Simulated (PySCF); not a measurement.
Electron correlation in Nb²⁺ (niobium, charge +2)

[Kr] 4d2 5p1, one real determinant (an excited configuration). Computed with PySCF 2.14 in aug-cc-pVTZ-PP with ECP28MDF, with scalar relativity through the core potential. Frozen: 4s2 4p6; 3 electrons correlated.

```
  level  correlation energy (mhartree)
   CCSD                         -16.19
    (T)                          -0.57
CCSD(T)                         -16.76
```

Diagnostics: T1 = 0.017, D1 = 0.0371, largest double amplitude 0.160.

**Question.** Is a single reference adequate?

**Answer.** Not fully. The real determinant used has ⟨L²⟩ near 14 against 20 for a pure G term, so it mixes terms. A double-excitation amplitude exceeds 0.15, a sign of near-degeneracy.

The reference is one real determinant that mixes LS terms of this configuration.
